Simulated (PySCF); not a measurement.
B(CCH)2(OH) (C4H3BO), SMILES C#CB(O)C#C.

The structure is a stationary point at PBE-D3(BJ)/def2-SVP. The values are those of a single conformer.

Two levels are set side by side: TDA-PBE/def2-SVPD (PySCF) and TDA-CAM-B3LYP/def2-SVPD (PySCF). Vertical, same geometry. The lowest singlet is HOMO→LUMO 100 % with PBE and HOMO→LUMO 92 % with the other functional; states are paired by order. Differences are taken from unrounded values.

| quantity | TDA-PBE |
|---|---|
| lowest singlet excitation (eV) | 4.13 |
| lowest triplet excitation (TDA) (eV) | 3.85 |
| first bright state (f over 0.05) (eV) | 4.94 |
| its oscillator strength | 0.11 |

Q: These are the TDA-PBE values. What does TDA-CAM-B3LYP give? (Estimate from the structure and the level; the computed values follow.)

A: 
```csv
quantity,TDA-CAM-B3LYP,TDA-PBE minus TDA-CAM-B3LYP
lowest singlet excitation (eV),4.68,-0.55
lowest triplet excitation (TDA) (eV),4.15,-0.30
first bright state (f over 0.05) (eV),5.47,-0.53
its oscillator strength,0.09,0.02
```

A lower first singlet is the usual sign of a functional without exact exchange. Differences between two approximate levels are no errors against the true value.

Rough cost on one machine, each run with all the roots and properties that it gave: TDA-CAM-B3LYP against TDA-PBE about 4 times.
